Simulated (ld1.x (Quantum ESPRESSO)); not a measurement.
strontium (Sr), TM: configuration errors across variants

ld1.x (Quantum ESPRESSO) 7.5 input, shortened:

```
&input
   title='Sr', zed=38., rel=2, dft='PZ', iswitch=3,
   config='[Kr] 4d0 4f-2 5s0 5p0', rel_dist='average'
 /
 &inputp
   pseudotype=2, tm=.true., lloc=-1, rcloc=1.75,
   nlcc=.true.
 /
4
5S  1  0   0.00   0.00  2.70  2.70  0.0
4P  2  1   6.00   0.00  1.95  1.95  0.0
4D  3  2   0.00   0.00  2.20  2.20  0.0
4F  4  3  -2.00   0.35  3.00  3.00  0.0
 &test
   configts(1)='4p6 4d0 5s0 5p0'
 /
```

Open shells are filled in proportion to 2j + 1 (rel_dist='average').

All-electron excitation energies from the reference (eV): (1) 4p6 4d0 5s2 5p0 -17.243; (2) 4p6 4d0 5s1 5p0 -11.180; (3) 4p6 4d0 5s1.5 5p0 -14.831; (4) 4p6 4d1 5s0 5p0 -9.383; (5) 4p5 4d0 5s2 5p0 11.152; (6) 4p6 4d1 5s1 5p0 -14.904; (7) 4p6 4d0 5s0 5p1 -8.141.

The default core radius of the base comes out at 0.95 bohr.

4 further variants failed, have other tests or another functional or relativity, and are left out.

A true bound ghost makes a file unfit for plane-wave use even where its test errors are small: the radial tests pick states by their node count and pass the ghost by.

Errors AE − PS in meV (a dash: test not solved or not reliable):

| change | (1) | (2) | (3) | (4) | (5) | (6) | (7) | bound ghosts |
| --- | --- | --- | --- | --- | --- | --- | --- | --- |
| base | +31 | +8.4 | +19 | -10 | -226 | +18 | +15 | s |
| wave 4d (bound): rc 2.20 bohr becomes 4d (bound): rc 2.98 bohr | +31 | +8.4 | +19 | -5.7 | -226 | +19 | +15 | s |
| local potential all-electron potential smoothed inside 2.00 bohr (lloc = -1) | +15 | +4.1 | +9.5 | -11 | -248 | +6.4 | -25 | s |
| wave 4p (bound): rc 1.95 bohr becomes 4p (bound): rc 1.52 bohr | +31 | +8.4 | +19 | -10 | -218 | +18 | +5.8 | s |
| core correction none | +69 | +26 | +48 | +14 | -140 | +57 | +24 | s |
| wave 5s (bound): rc 2.70 bohr becomes 5s (bound): rc 2.52 bohr | +17 | +4.3 | +10 | -10 | -143 | +7.5 | +15 | s |
| wave 4f channel at 0.35 Ry: rc 3.00 bohr becomes 4f channel at 1.89 Ry: rc 3.00 bohr | +31 | +8.4 | +19 | -10 | -226 | +18 | +15 | s |
| wave 4f channel at 0.35 Ry: rc 3.00 bohr becomes 4f channel at 0.35 Ry: rc 2.30 bohr | +31 | +8.4 | +19 | -10 | -226 | +18 | +15 | s |

Problem. Give the same row for: all radii but the core radius scaled by about 0.80 (s 2.16, p 1.56, d 1.76, f 2.40 bohr); local potential all-electron potential smoothed inside 1.40 bohr (lloc = -1).

Solution. -20, -12, -17, -10.0, -64, -2.6, +18; bound ghosts: s.
